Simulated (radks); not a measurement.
Values are calculated unless marked as measured or tabulated.
Task: The mean radii <r> (bohr) of the occupied orbitals of an atom or ion are listed with their occupations. Level of theory: non-relativistic Kohn-Sham, r2SCAN, spin-polarised, spherical densities, point nucleus; meta-GGA in the generalised Kohn-Sham scheme (a radial shooting solver on a logarithmic mesh with Libxc functionals).

orbital  occ.      <r>
1s up       1  0.01869
1s down     1  0.01869
2s up       1  0.07860
2s down     1  0.07859
2p up       3  0.06643
2p down     3  0.06641
3s up       1   0.1956
3s down     1   0.1953
3p up       3   0.1860
3p down     3   0.1859
3d up       5   0.1621
3d down     5   0.1621
4s up       1   0.3909
4s down     1   0.3921
4p up       3   0.3877
4p down     3   0.3889
4d up       5   0.3766

Name the element and its charge. Open shells, if any, are filled with parallel spins first.

Result: Z = 81, thallium, charge +40: Tl40+ in [Kr] 4d5. The 1s radius gives Z: for a bare nucleus <r> = 1.5/Z, 0.01852 bohr for Z = 81, and screening makes it slightly larger (0.01869 here). The occupations add up to 41, and the charge is Z minus that.
